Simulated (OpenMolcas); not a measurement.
**Ar II: input and output**

Input:

```
&GATEWAY
Coord
1

Ar 0.0 0.0 0.0
Basis=ANO-R1
Group=XYZ
NoMove
AngMom=0.0 0.0 0.0
AMFI
&SEWARD
* reference wave functions (RASSCF and RASSI steps not shown): 7 electrons in 9 orbitals (RAS2 3s 3p; RAS3 3d, at most 2 electrons)
>>> COPY JOB001 $Project.JobIph
&CASPT2
Multistate=3 1 2 3
Frozen=1 0
IPEA=0.5
Sig1=0.2
MaxIter=60
WThr=0.0 0.3 0.05
PrWF=0.5
NoMix
>>> COPY JOB002 $Project.JobIph
&CASPT2
Multistate=1 1
Frozen=1 0
IPEA=0.5
Sig1=0.2
MaxIter=60
WThr=0.0 0.3 0.05
PrWF=0.5
NoMix
```

Launched by
```bash
OMP_NUM_THREADS=1 MOLCAS_MEM=2252 MOLCAS_PROJECT=a pymolcas a.inp > a.log  # once for each step of the input, in one work folder
```

Output, cut to the results:

```
--- CASPT2 ---
Orbital specifications:
      -----------------------

      Symmetry species                           1   2
                                                ag  au
      Frozen orbitals                            1   0
      Inactive orbitals                          1   3
      Active orbitals                            6   3
      Secondary orbitals                         1   3
      Deleted orbitals                           0   0
      Number of basis functions                  9   9
Type of calculation                        MS-CASPT2
      Fock operator                              state-specific
      IPEA shift                                 0.50
      Real shift                                 0.00
      Imaginary shift                            0.00
      Sigma^1 regularizer                        0.20
      The input orbitals will be transformed to quasi-canonical
Reference energy:        -528.2024332017
      E2 (Non-variational):      -0.0289998057
      Shift correction:          -0.0000003854
      E2 (Variational):          -0.0290001910
      Total energy:            -528.2314333928
      Residual norm:              0.0000000214
      Reference weight:           0.99264
      Contributions to the CASPT2 correlation energy
      Active & Virtual Only:         -0.0215925057
      One Inactive Excited:          -0.0040512887
      Two Inactive Excited:          -0.0033560113
Reference energy:        -528.2024332017
      E2 (Non-variational):      -0.0290008978
      Shift correction:          -0.0000003872
      E2 (Variational):          -0.0290012850
      Total energy:            -528.2314344868
      Residual norm:              0.0000000214
      Reference weight:           0.99264
      Contributions to the CASPT2 correlation energy
      Active & Virtual Only:         -0.0215935572
      One Inactive Excited:          -0.0040513292
      Two Inactive Excited:          -0.0033560114
::    CASPT2 Root  1     Total energy:   -528.23143339
::    CASPT2 Root  2     Total energy:   -528.23143449
::    CASPT2 Root  3     Total energy:   -528.23143673
::    MS-CASPT2 Root  1     Total energy:   -528.23143673
::    MS-CASPT2 Root  2     Total energy:   -528.23143449
::    MS-CASPT2 Root  3     Total energy:   -528.23143339
--- CASPT2 ---
Orbital specifications:
      -----------------------

      Symmetry species                           1   2
                                                ag  au
      Frozen orbitals                            1   0
      Inactive orbitals                          1   3
      Active orbitals                            6   3
      Secondary orbitals                         1   3
      Deleted orbitals                           0   0
      Number of basis functions                  9   9
Type of calculation                        SS-CASPT2
      Fock operator                              state-specific
      IPEA shift                                 0.50
      Real shift                                 0.00
      Imaginary shift                            0.00
      Sigma^1 regularizer                        0.20
      The input orbitals will be transformed to quasi-canonical
Reference energy:        -527.6832027806
      E2 (Non-variational):      -0.0317620411
      Shift correction:          -0.0001951109
      E2 (Variational):          -0.0319571520
      Total energy:            -527.7151599326
      Residual norm:              0.0000002387
      Reference weight:           0.98866
      Contributions to the CASPT2 correlation energy
      Active & Virtual Only:         -0.0249212002
      One Inactive Excited:          -0.0034455582
      Two Inactive Excited:          -0.0033952827
::    CASPT2 Root  1     Total energy:   -527.71515993
```

Levels above the lowest, from the spin-orbit matrix with the single-state CASPT2 energies, averaged by term, on its diagonal:

```json
{"Configuration": "3s2 3p5", "Term": "2P*", "J": "3/2", "E (cm-1)": "0.0", "Measured (cm-1)": "0.0", "g": "1.334", "Term weight %": "100"}
{"Configuration": "3s2 3p5", "Term": "2P*", "J": "1/2", "E (cm-1)": "1314", "Measured (cm-1)": "1432", "g": "0.666", "Term weight %": "100"}
{"Configuration": "3s 3p6", "Term": "2S", "J": "1/2", "E (cm-1)": "113747", "Measured (cm-1)": "108722", "g": "2.002", "Term weight %": "100"}
```

Against the 2 measured excited levels shown (NIST Handbook of Basic Atomic Spectroscopic Data) the mean absolute deviation is 2600 cm-1; the largest miss in energy is 3s 3p6 2S 1/2: computed 113747, measured 108722 cm-1 (+4.6 %), and the largest in proportion 3s2 3p5 2P* 1/2 (-8.2 %).

Active for correlation alone: 3d; no level in the range computed is led by a configuration that fills it, so any true level of that kind is missing. Some terms mix strongly with configurations of 3d, whose occupation reaches 0.29 (3s 3p6 2S). Computed and measured levels are paired by configuration, term and J; levels that our copy of the source lacks, or whose pairing is in doubt (as where it misses far off the trend of its configuration), stay unpaired and out of the deviations. Only configurations of the active space appear. The first state left out of the spin-orbit step lies near 180000 cm-1 above the lowest spin-free state of the reference (among the parities and spins computed), and the list stops at four fifths of that energy or lower.

The term weight is that of the spin-free term in the level, not the purity of its configuration. * marks odd parity.
